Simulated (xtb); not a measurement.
A geometry relaxed with GFN2-xTB (xtb 6.7.1), charge 0, multiplicity 1:

```xyz
7

H     -1.1097    -1.2640    -0.4595
B     -1.0589    -0.2059     0.0321
N      2.3485    -0.5451    -0.5450
N      0.1881     0.4146     0.1725
C      1.3466    -0.1018    -0.2129
H     -1.9984     0.3700     0.4196
H      0.2837     1.3322     0.5931
```

**Question.** Write the SMILES of this molecule.

**Answer.** `BNC#N`
